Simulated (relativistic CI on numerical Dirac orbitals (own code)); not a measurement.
**Cu³⁺: K-beta X-ray emission**

Computed with this model: Dirac-Coulomb-Breit CI, KLI orbitals optimised for each configuration, QED by a radiative potential, multiplet model of X-ray emission after core ionisation, unscaled Slater integrals; configurations [Ar] 3d8 → 1s 2s2 2p6 3s2 3p6 3d8 → [Ne] 3s2 3p5 3d8; 80 K; Lorentzian 1.12 eV and Gaussian 1 eV FWHM. Energies are those of the free ion, without screening or charge transfer. S is read from ⟨S²⟩ = S(S + 1).

Field parameters in Wybourne normalisation: D3d B²₀ = −7Dσ, B⁴₀ = −14Dq − 21Dτ, B⁴₃ = −14√(10/7) Dq. The field is a parameter set, without covalency.

Computed curve for free ion, scaled to 100 at the maximum (points under 2 are left out and the grid is thinned):

(Energy (eV), Intensity): (8886.6, 2.2), (8887.2, 3.3), (8887.8, 5.9), (8888.2, 8.4), (8888.8, 11.3), (8889.4, 16.0), (8890.0, 29.4), (8890.4, 37.2), (8891.0, 30.6), (8891.6, 16.9), (8892.2, 13.5), (8892.8, 18.5), (8893.2, 20.8), (8893.8, 15.5), (8894.4, 8.4), (8895.0, 5.5), (8895.4, 5.0), (8896.0, 6.0), (8896.6, 9.7), (8897.2, 14.9), (8897.8, 16.4), (8898.2, 14.8), (8898.8, 11.4), (8899.4, 9.2), (8900.0, 10.0), (8900.4, 13.2), (8901.0, 26.1), (8901.6, 51.3), (8902.2, 60.9), (8902.8, 39.4), (8903.2, 25.6), (8903.8, 16.9), (8904.4, 18.4), (8905.0, 30.2), (8905.6, 51.3), (8906.0, 64.2), (8906.6, 80.3), (8907.2, 77.5), (8907.8, 48.9), (8908.2, 34.1), (8908.8, 23.7), (8909.4, 19.2), (8910.0, 20.3), (8910.6, 27.2), (8911.0, 30.0), (8911.6, 28.0), (8912.2, 31.6), (8912.8, 50.5), (8913.2, 70.8), (8913.8, 98.7), (8914.4, 83.9), (8915.0, 42.4), (8915.6, 19.2), (8916.0, 12.5), (8916.6, 7.6), (8917.2, 5.2), (8917.8, 3.8), (8918.2, 3.2), (8918.8, 2.6), (8919.4, 2.1)

The ground state has S = 1.00, and the centroid lies at 8905.50 eV.
